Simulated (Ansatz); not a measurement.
Reaction (isomerisation): `OC(F)(F)[SiH3]` → `C[Si](O)(F)F`

Program: Ansatz. Geometries: PBE0-D4/def2-TZVP. ΔE: electronic, gas phase. CCSD(T)/CBS adds triple-zeta CCSD(T) − MP2 to the extrapolated MP2 energy (def2 sets, frozen cores). Functionals use def2-TZVPP. B3LYP here is the variant with VWN-RPA as its local correlation; programs differ in this. Each species was taken in one conformer, which may not be the lowest.

Problem. Is it downhill or uphill in electronic energy at CCSD(T)/CBS, and by how much? (Best estimate.)

Solution. The calculation gave: Downhill: ΔE = -619.4 kJ/mol.

Problem. What do these levels give: PBE-D4, B3LYP-D4, ωB97X-V, ωB97M-V, HF/def2-TZVPP, MP2/def2-TZVPP, SCS-MP2/def2-TZVPP, CCSD(T)/def2-TZVPP, MP2/def2-QZVPP, HF/CBS(def2), MP2/CBS(def2), CCSD/CBS(def2)? (Estimate.)

Solution. Computed: PBE-D4 -562.2, B3LYP-D4 -594.2, ωB97X-V -583.9, ωB97M-V -597.5, HF/def2-TZVPP -615.1, MP2/def2-TZVPP -633.2, SCS-MP2/def2-TZVPP -620.7, CCSD(T)/def2-TZVPP -607.2, MP2/def2-QZVPP -642.2, HF/CBS(def2) -621.7, MP2/CBS(def2) -645.4, CCSD/CBS(def2) -625.0 kJ/mol.

Largest T1 diagnostic among the species: 0.013.

From PBE to PBE0 (25 % exact exchange), in def2-TZVPP and without D4, ΔE moves by −21.1 kJ/mol.
